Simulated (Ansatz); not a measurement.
Which level was it?

C2HF2Ge has 6 atoms, charge 0, and is taken as a doublet. SMILES: `C#[C][Ge]([F])[F]`. Geometry: relaxed at PBE0-D4/def2-TZVP.

```xyz
6

C    -0.1901    0.5184    1.6929
C    -0.1314    0.2042    0.5303
Ge   -0.2896   -0.1397   -1.3231
F    -0.2766   -1.8506   -1.5651
F     1.1429    0.4241   -2.1082
H    -0.2132    0.7797    2.7270
```

A calculation with Ansatz 0.2.0 gave:

The total energy is -2352.9698 Eh. The HOMO energy is -7.75 eV, the LUMO energy is -3.61 eV and the ⟨S²⟩ is 0.754.

Which of these levels gave the numbers?
A. SVWN5/6-31G* (spherical functions)
B. revPBE/6-31G* (spherical functions)
C. PBE0/6-31G* (spherical functions)
D. r2SCAN0/6-31G* (spherical functions)

D. The others give -2352.6202 Eh (PBE0/6-31G* (spherical functions)), -2352.9196 Eh (revPBE/6-31G* (spherical functions)), -2348.0392 Eh (SVWN5/6-31G* (spherical functions)).
